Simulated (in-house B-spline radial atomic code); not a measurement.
RPA and G0W0 for Cs⁻, [Xe] 6s2, as one setting changes: the share of exact exchange in the PBE hybrid start. A dash marks a level of low quasi-particle weight. Computed with a B-spline radial code for spherical atoms: all electrons, scalar-relativistic (spin-free one-electron X2C), finite nucleus, each spin shell either full or empty, empty states to l = 9 with an (l + 1/2)⁻⁴ tail; G0W0 by contour deformation at full frequency.

The anion's configuration is assumed.

| share of exact exchange in the PBE hybrid start | mean-field level (eV) | G0W0 level (eV) | RPA correlation (Eh) |
| --- | --- | --- | --- |
| 0.6 | -0.110 | - | -4.1168 |
| 0.7 | ? | ? | ? |
| 0.8 | ? | ? | ? |
| 0.9 | -0.473 | 6s -0.625 | -4.0143 |
| 1 | -0.592 | 6s -0.629 | -3.9822 |

**Question.** What belongs in the row for 0.7?

**Answer.** mean-field level (eV): -0.232; G0W0 level (eV): 6s -0.605; RPA correlation (Eh): -4.0815.

**Question.** What belongs in the row for 0.8?

**Answer.** mean-field level (eV): -0.353; G0W0 level (eV): 6s -0.618; RPA correlation (Eh): -4.0474.
